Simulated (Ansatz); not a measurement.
Ansatz (a program for electronic structure) input:

Ansatz 0.2 input:
```yaml
crystal:
  periodic: [false, false, false]
  atoms:
    - {symbol: Hf, position_ang: [-0.00000000, -0.00000000, -0.17333918]}
    - {symbol: O, position_ang: [0.00000000, 0.00000000, 1.56005259]}
basis:
  gaussian:
    orbitals: def2-TZVP
hamiltonian:
  xc: b3lyp
  dispersion: d3bj
phonons: {temperatures: {t_min: 298.15, t_max: 298.15, t_step: 100}}
```

### Question
Which total energy does the run end on?

### Answer
-123.27963 Eh (B3LYP-D3(BJ)/def2-TZVP). The basis has 71 functions.
